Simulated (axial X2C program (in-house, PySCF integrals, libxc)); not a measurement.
Outer orbitals of CdF at 2.008 Å, LDA

All values were computed with an in-house relativistic program for diatomic molecules. Spin-free means the one-electron spin-free X2C Hamiltonian; two-component (2c) means X2C with spin–orbit coupling and atomic mean-field two-electron Coulomb and Gaunt terms, so the difference of the two also holds small scalar two-electron terms. Basis: Cd dyall-v2z [9s10p7d2f], F dyall-v2z [5s4p1d] (cores contracted in-house); Gaussian nuclei, density fitting, unrestricted open shells. Masses: Cd 113.903 u, F 18.998 u.

The distance is close to the 2c PBE0 minimum; the highest filled and lowest empty levels are listed.

Spin-free orbitals, state M_S = 1/2, Λ = 0 (beyond evenly filled blocks: σα) (Löwdin shares):

```tsv
symmetry	occupied	ε (eV)	atomic character
σβ	yes	-26.14	89% F s, 4% Cd p, 3% Cd d
σα	yes	-13.44	89% Cd d, 9% F p
δ+α	yes	-13.27	100% Cd d
δ-α	yes	-13.27	100% Cd d
π+α	yes	-13.26	98% Cd d
π-α	yes	-13.26	98% Cd d
σβ	yes	-13.23	90% Cd d, 8% F p
δ-β	yes	-13.14	100% Cd d
δ+β	yes	-13.14	100% Cd d
π-β	yes	-13.11	98% Cd d
π+β	yes	-13.11	98% Cd d
σα	yes	-9.03	67% F p, 22% Cd s, 8% Cd d
σβ	yes	-8.60	68% F p, 22% Cd s, 7% Cd d
π-α	yes	-7.76	94% F p, 3% Cd p, 2% Cd d
π+α	yes	-7.76	94% F p, 3% Cd p, 2% Cd d
π-β	yes	-7.58	94% F p, 3% Cd p, 3% Cd d
π+β	yes	-7.58	94% F p, 3% Cd p, 3% Cd d
σα	yes	-5.97	67% Cd s, 16% F p, 14% Cd p
σβ	no	-5.18	69% Cd s, 16% F p, 11% Cd p
π-α	no	-1.72	96% Cd p, 4% F p
π+α	no	-1.72	96% Cd p, 4% F p
π+β	no	-1.26	96% Cd p, 4% F p
π-β	no	-1.26	96% Cd p, 4% F p
```

Spinors with spin–orbit coupling (state Ω = 1/2):

```
   ω  occupied  ε (eV)             atomic character     λ mixture
-1/2       yes  -26.14    89% F s, 4% Cd p, 3% Cd d        100% σ
 1/2       yes  -13.67             93% Cd d, 6% F p  65% σ, 35% π
-3/2       yes  -13.65                    100% Cd d  86% δ, 14% π
-1/2       yes  -13.64             96% Cd d, 4% F p  63% π, 37% σ
 3/2       yes  -13.58                    100% Cd d  73% δ, 27% π
 1/2       yes  -13.04             94% Cd d, 5% F p  65% π, 35% σ
 5/2       yes  -13.02                    100% Cd d        100% δ
-1/2       yes  -13.01             92% Cd d, 6% F p  63% σ, 37% π
 3/2       yes  -12.99                     98% Cd d  73% π, 27% δ
-3/2       yes  -12.89                     98% Cd d  86% π, 14% δ
-5/2       yes  -12.89                    100% Cd d        100% δ
 1/2       yes   -9.03   67% F p, 22% Cd s, 8% Cd d        100% σ
-1/2       yes   -8.59   68% F p, 22% Cd s, 7% Cd d        100% σ
-1/2       yes   -7.78    94% F p, 3% Cd p, 2% Cd d        100% π
 3/2       yes   -7.74    94% F p, 3% Cd p, 3% Cd d        100% π
 1/2       yes   -7.60    94% F p, 3% Cd p, 2% Cd d        100% π
-3/2       yes   -7.56    94% F p, 3% Cd p, 3% Cd d        100% π
 1/2       yes   -5.97  67% Cd s, 16% F p, 14% Cd p        100% σ
-1/2        no   -5.18  69% Cd s, 16% F p, 12% Cd p        100% σ
-1/2        no   -1.80             96% Cd p, 4% F p        100% π
 3/2        no   -1.65             96% Cd p, 4% F p        100% π
 1/2        no   -1.34             96% Cd p, 4% F p        100% π
```

Mulliken charges and populations of the two-component result (they depend on the basis, above all on diffuse functions):

Cd 0.42 e (s 9.22 p 18.32 d 20.01 f 0.02), F -0.42 e (s 3.94 p 5.48). ⟨Lz⟩ = 0.00 ħ and ⟨Sz⟩ = 0.50 ħ (0.42 and 0.08 on the two atoms), which add up to Ω.

The state is one determinant whose occupation by symmetry is held fixed; it was picked as the lowest of a PBE0 search that is not exhaustive. Density functionals use the spin component along the axis (collinear).
